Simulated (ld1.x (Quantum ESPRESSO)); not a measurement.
Before and after: TM potential for Ge (Z = 32)

germanium (Ge), norm-conserving Troullier–Martins (Kleinman–Bylander form), made with ld1.x (Quantum ESPRESSO) 7.5 (PBE, scalar-relativistic). Core [Ar] 3d10, reference 4s2 4p0 (charge +2). Waves: 4s (bound): rc 1.20 bohr; 4p (bound, empty): rc 1.60 bohr. Local part: the p channel. Core correction: Bessel-smoothed model core, default radius (core density twice the valence density).

All-electron outer shells of the reference configuration (PBE, scalar-relativistic, ld1.x):

| shell | level (eV) | outermost node (bohr) | outermost maximum (bohr) |
| --- | --- | --- | --- |
| 3p | -135.57 | 0.23 | 0.54 |
| 3d | -49.19 | – | 0.50 |
| 4s | -29.25 | 0.77 | 1.66 |
| 4p | -19.81 | 0.81 | 1.98 |

Change: all radii but the core radius scaled by about 0.86 (s 1.04, p 1.38 bohr).

Cutoffs: the cutoffs (Ry, on a coarse ladder) from which the occupation-weighted sum of valence levels, in a spherical-Bessel basis at the reference potential, stays within 10 and 1 mRy of its value at 400 Ry; they do not see the model core or the augmentation charge, which bear on the density cutoff. Errors are all-electron minus pseudo energies relative to the spin-unpolarised reference configuration.

Problem. What does the change do?

Solution. Both files keep a bound ghost (s); of the 7 tests that both files solve, the error grows in 2 and shrinks in 2 by more than 15 % and 0.3 meV (median size 34.0 → 28.1 meV).

| quantity | base | changed |
| --- | --- | --- |
| cutoff, loose | 55 Ry | 200 Ry |
| cutoff, tight | 200 Ry | over 300 Ry |
| bound ghosts | s | s |
| error for 4s2 4p2, meV [ΔE -22.88 eV] | -34 | -28 |
| error for 4s2 4p1, meV [ΔE -15.44 eV] | -16 | -14 |
| error for 4s1 4p0, meV [ΔE 34.79 eV] | -104 | -110 |
| error for 4s2 4p1.5, meV [ΔE -20.08 eV] | -27 | -23 |
| error for 4s0 4p4, meV [ΔE -6.69 eV] | -34 | -75 |
| error for 4s1 4p3, meV [ΔE -14.91 eV] | -17 | -26 |
| error for 4s2 4p2.3, meV [ΔE -23.77 eV] | -36 | -29 |

 A true bound ghost makes a file unfit for plane-wave use even where its test errors are small: the radial tests pick states by their node count and pass the ghost by.
